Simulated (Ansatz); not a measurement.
# Worked example: C3H9GaS2 → C3H8GaS + HS

Species: C3H9GaS2 `C[CH](C)[Ga]([SH])[SH]`, singlet; C3H8GaS `C[CH](C)[Ga][SH]`, doublet; HS, doublet. 

Shapes, held fixed at every level: PBE0-D4/def2-TZVP. Flexible molecules stand in one conformer, not always the lowest. Programs: Ansatz 0.2.0. Electronic energies: no zero-point or thermal term.

At CCSD(T)/def2-TZVPP; 1 Eh = 2625.50 kJ/mol:

```
 species   energy (Eh)
C3H9GaS2  -2838.536533
 C3H8GaS  -2440.116231
      HS   -398.281674
```

Question: Work out ΔE of the reaction at this level.

Answer: 
1. Products less reactants: (-2440.116231) + (-398.281674) − [(-2838.536533)] = 0.138628 Eh = +364.0 kJ/mol.

Other levels give +261.4 (HF/def2-TZVPP) to +372.7 kJ/mol (wB97X-V/def2-TZVPP). No measured value is set beside it here. Open shells run unrestricted unless RO is named. Relativity is left out for Ga unless named. Correlated rows may include outer-core shells of Ga, which these sets cover unevenly.
